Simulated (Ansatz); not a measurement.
`F[Si](F)([SeH])[SeH]` → `F[Si]F` + `[SeH][SeH]` at 600 K and 1 bar (silylene formation by 1,1-elimination).

Computed with Ansatz on PBE0-D4/def2-TZVP structures; ΔE is electronic, products minus reactants. CCSD(T)/CBS adds triple-zeta CCSD(T) − MP2 to the extrapolated MP2 energy (def2 sets, frozen cores). This one scheme is used for every species. For Se outer-core shells are correlated without core-valence functions, which leaves a few kJ/mol of doubt a bond. Scalar relativity is left out up to krypton. One conformer a species, not always the lowest.

```csv
species,CCSD(T)/CBS energy (Eh),H − E (kJ/mol),S (J/(mol·K))
`F[Si](F)([SeH])[SeH]`,-5291.47309,121.7,459.1
`F[Si]F`,-488.75686,38.5,291.1
`[SeH][SeH]`,-4802.61264,72.0,319.0
```

H − E and S are ideal-gas, rigid-rotor, harmonic terms from PBE0-D4/def2-TZVP, for one conformer and one mirror image of each species. 1 Eh = 2625.50 kJ/mol, R = 8.31446 J/(mol·K).

Q: By hand: ΔE, ΔH, ΔS and ΔG.

A: ΔE = (-488.75686) + (-4802.61264) − (-5291.47309) = 0.10359 Eh = 272.0 kJ/mol. Δ(H − E) = 38.5 + 72.0 − 121.7 = -11.2, so ΔH = 260.8 kJ/mol. ΔS = 291.1 + 319.0 − 459.1 = 151.0 J/(mol·K). ΔG = 260.8 − 600 × (151.0)/1000 = 170.2 kJ/mol.

Q: By hand: the equilibrium constant, and the temperature at which ΔG would vanish if ΔH and ΔS stayed fixed.

A: log₁₀ K = −ΔG/(RT ln 10) = -14.8. ΔG = 0 at ΔH/ΔS = 1727 K.

The number of gas molecules changes by +1, which sets the sign of ΔS. A doubt of 5 kJ/mol in ΔE shifts log₁₀ K by 0.4 here. Other conformers and mirror images would add mixing entropy, several J/(mol·K) or more a flexible species. These are equilibria of isolated gas molecules and say nothing of rates. Largest T1 diagnostic: 0.015 (customary marks: 0.02 for closed shells, 0.045 for open ones).
